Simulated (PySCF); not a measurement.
4,4-dichlorobut-1-ene (C4H6Cl2), SMILES C(Cl)(Cl)CC=C.

Coordinates come from a ωB97X-D3(BJ)/def2-SVP optimisation. The values are those of a single conformer.

Calculation: ωB97X-D3(BJ)/def2-SVP in PySCF.

Frequencies are harmonic and unscaled.

### Question
List the normal modes with their intensities. (The exact figures need the calculation; the answer reports its results.)

### Answer

```tsv
mode	ν (cm⁻¹)	IR (km/mol)	Raman (Å⁴/amu)	depolarisation	moving atoms (share of kinetic energy)
1	74	0.1	5.8	0.75	C 56 %, H 31 %, Cl 13 %
2	100	0.6	2.4	0.73	C 52 %, Cl 24 %, H 24 %
3	203	0.3	1.8	0.75	H 34 %, C 34 %, Cl 32 %
4	266	2.5	2.8	0.75	Cl 65 %, C 29 %
5	356	1.2	4.2	0.20	Cl 44 %, C 42 %, H 14 %
6	366	2.5	4.3	0.54	C 40 %, Cl 35 %, H 25 %
7	467	3.6	0.9	0.69	H 51 %, C 46 %
8	637	13.7	9.3	0.39	H 51 %, C 41 %
9	711	33.6	7.2	0.28	C 55 %, H 25 %, Cl 20 %
10	825	86.7	8.1	0.57	C 74 %, Cl 14 %, H 12 %
11	927	21.2	1.5	0.70	H 67 %, C 31 %
12	966	8.2	4.0	0.24	C 50 %, H 50 %
13	980	33.7	1.5	0.54	H 70 %, C 30 %
14	1048	12.5	1.6	0.73	H 88 %, C 12 %
15	1083	7.5	2.2	0.64	C 61 %, H 38 %
16	1143	11.5	1.5	0.75	H 52 %, C 48 %
17	1232	2.4	4.0	0.69	H 71 %, C 29 %
18	1254	12.2	6.8	0.74	H 90 %, C 9 %
19	1298	19.4	2.3	0.26	H 79 %, C 21 %
20	1318	3.1	28.6	0.49	H 83 %, C 17 %
21	1368	5.6	1.0	0.57	H 65 %, C 35 %
22	1440	3.3	16.2	0.59	H 84 %, C 16 %
23	1462	9.9	5.3	0.69	H 86 %, C 14 %
24	1764	5.0	33.1	0.16	C 88 %, H 12 %
25	3088	5.7	96.0	0.07	H 94 %
26	3153	1.8	70.5	0.74	H 90 %, C 10 %
27	3164	5.3	81.7	0.13	H 94 %
28	3181	3.7	51.0	0.15	H 92 %, C 8 %
29	3201	2.5	70.9	0.25	H 91 %, C 9 %
30	3266	6.2	78.6	0.62	H 89 %, C 11 %
```
